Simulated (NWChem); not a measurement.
Species: Si₂N₂H₈O; SMILES N[SiH](N)O[SiH3]

```xyz
13

N      1.1304    -1.7894     0.5707
Si     0.0652    -0.9627    -0.4967
N     -1.5104    -1.1843     0.1741
O      0.2517     0.6821    -0.6680
Si     0.0440     2.0804     0.1878
H      1.0929    -1.6221     1.5692
H      2.0651    -2.0347     0.2690
H      0.3596    -1.5017    -1.8463
H     -1.8005    -2.1144     0.4508
H     -2.2922    -0.6494    -0.1843
H     -1.3774     2.5242     0.1540
H      0.4491     1.9228     1.6132
H      0.8825     3.1407    -0.4284
```
Atoms are numbered in this order, from 1.

Level: B3LYP/6-31G* (spherical d) (NWChem), optimised geometry, unscaled harmonic frequencies. 

| frequency (cm⁻¹) | IR intensity (km/mol) |
|---|---|
| 45 | 0.5 |
| 71 | 1.0 |
| 76 | 0.2 |
| 236 | 3.4 |
| 260 | 5.8 |
| 292 | 20.7 |
| 374 | 4.2 |
| 387 | 18.7 |
| 432 | 257.1 |
| 451 | 222.9 |
| 591 | 12.6 |
| 733 | 30.7 |
| 740 | 51.6 |
| 756 | 48.7 |
| 813 | 10.6 |
| 824 | 18.9 |
| 893 | 104.0 |
| 925 | 326.4 |
| 963 | 67.0 |
| 969 | 95.7 |
| 977 | 383.5 |
| 1025 | 312.0 |
| 1078 | 316.1 |
| 1617 | 99.7 |
| 1624 | 41.2 |
| 2236 | 181.0 |
| 2239 | 163.5 |
| 2260 | 160.1 |
| 2270 | 200.7 |
| 3565 | 27.0 |
| 3566 | 8.8 |
| 3658 | 14.0 |
| 3661 | 19.0 |

```json
{
 "zero_point_energy": "58.0 kcal/mol",
 "thermal correction to the enthalpy at 298.15 K (with zero-point energy)": "64.1 kcal/mol",
 "heat capacity Cv": "30.4 cal/(mol K)",
 "entropy at 298.15 K and 1 atm (symmetry number 1)": "91.6 cal/(mol K)",
 "dipole_moment": "1.38 D"
}
```

Rigid rotor and harmonic oscillator; modes under 100 cm⁻¹ make the entropy uncertain.
